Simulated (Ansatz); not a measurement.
The cluster Hg2S2 was relaxed with r2SCAN-D4 (def2-SVP) in Ansatz in these states: charge +1 doublet, neutral quintet, neutral singlet, neutral triplet. The geometries follow in no particular order.

In the def2 sets Hg takes a core potential; there is no spin–orbit coupling.

A:

```xyz
4

Hg   -0.013    1.472   -1.412
Hg    0.013   -1.472    1.412
S     1.226    0.892    0.920
S    -1.226   -0.892   -0.920
```

B:

Cartesian coordinates in Å:
```
Hg 0.2491 -1.6830 0.2826
Hg -0.2502 1.6831 -0.2815
S -1.3066 -0.4022 -1.2433
S 1.3076 0.4022 1.2422
```

C:

Cartesian coordinates in Å:
```
Hg -0.048 0.353 -1.398
Hg 0.048 -0.354 1.398
S 1.945 0.702 0.111
S -1.945 -0.702 -0.111
```

D:

| atom | x (Å) | y (Å) | z (Å) |
| --- | --- | --- | --- |
| Hg1 | -0.480 | -0.212 | 1.434 |
| Hg2 | 0.591 | 0.140 | -1.401 |
| S3 | -0.983 | -1.659 | -0.578 |
| S4 | 0.872 | 1.731 | 0.544 |

**Question.** Judge from the bond lengths which geometry belongs to which state (an estimate).

**Answer.** A is the neutral quintet (Hg1–Hg2 4.080 Å, Hg1–S4 2.703 Å, Hg2–S3 2.703 Å); B is the neutral triplet (Hg1–Hg2 3.449 Å, Hg1–S4 2.528 Å, Hg2–S3 2.528 Å); C is the neutral singlet (Hg1–Hg2 2.886 Å, Hg1–S4 2.524 Å, Hg2–S3 2.524 Å); D is the charge +1 doublet (Hg1–Hg2 3.051 Å, Hg1–S4 2.529 Å, Hg2–S3 2.529 Å).
